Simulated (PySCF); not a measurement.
AlCl, SMILES [Al][Cl] (connectivity only; charge and spin as stated), neutral, multiplicity 1. Geometry optimised at PBE0-D3(BJ)/def2-TZVPD.

TDDFT-ωB97X/def2-TZVPD in PySCF puts the lowest singlet excitations at 4.68, 4.68, 6.56, 6.72, 6.77, 6.78 eV.

Task: What are the lowest excitation roots from ADC(3)/aug-cc-pVDZ run with PySCF 2.14.0? (The exact figures need the calculation; the answer reports its results.)

Result: 4.62, 4.62, 6.35, 6.68, 6.81, 7.28 eV. S1 differs by -0.06 eV (second minus first; roots are paired by order, and the bases may differ).
